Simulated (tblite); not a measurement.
Q: Write Cartesian coordinates for `C/N=C\C(=C)O[SiH2]OC` as optimised with GFN2-xTB.

A: 
```xyz
20
C5H11NO2Si angstrom
C     -2.0376   -1.3819   -0.7052
C     -0.9420   -0.7232   -0.3259
C     -0.8526    0.7435   -0.2003
N     -1.6763    1.5805    0.2536
C     -2.9501    1.2291    0.7999
O      0.1998   -1.4151   -0.0969
Si     1.5947   -1.1424    0.6678
O      2.3400    0.0982   -0.0653
C      3.6036    0.6249    0.2024
H     -2.0200   -2.4521   -0.8166
H     -2.9457   -0.8689   -0.9568
H      0.1008    1.1472   -0.5282
H     -3.0236    0.1919    1.1435
H     -3.7174    1.4076    0.0442
H     -3.1415    1.9121    1.6290
H      1.3875   -0.8354    2.0844
H      2.2599   -2.4163    0.4336
H      3.6498    1.0229    1.2186
H      4.3745   -0.1416    0.0949
H      3.7911    1.4295   -0.5096
```

Orientation and origin are arbitrary. Atoms count from 1 in this order. The 2 C–C bonds span 1.333 Å (C1=C2, drawn double) to 1.475 Å (C2–C3, drawn single), a spread of 0.142 Å. The C–O distances run from 1.355 Å (C2–O6, drawn single) to 1.395 Å (O8–C9, drawn single), a spread of 0.040 Å. Si7 (oxygen-bound silicon) is distorted tetrahedral (angles from 99.8° to 113.8°). The C–N distances run from 1.259 Å (C3=N4, drawn double) to 1.430 Å (N4–C5, drawn single), a spread of 0.171 Å.

Bonds between heavy atoms (Å): C1=C2 1.333, C2–C3 1.475, C3=N4 1.259, N4–C5 1.430, C2–O6 1.355, O6–Si7 1.614, Si7–O8 1.622, O8–C9 1.395.

Structure optimised with GFN2-xTB, isolated species.

Point group: C1 (no symmetry element, even within 0.4 Å). Its lowest GFN2-xTB frequency is 10 cm⁻¹, too small to tell a flat minimum from a shallow saddle. The numbers are those of one conformer (C1–C2–C3–N4 41°, C1–C2–O6–Si7 -163°, C2–O6–Si7–O8 -62°, O6–Si7–O8–C9 -176°). 3 starts were optimised and ended at 0.00, 1.49 and 2.41 kcal/mol (GFN2-xTB); the lowest of these is shown.

On an Arm Neoverse V1 with one thread, no GPU, on a shared host, this took 1.2 s of wall time. That covers the optimisation of the geometry.

These are computed values.
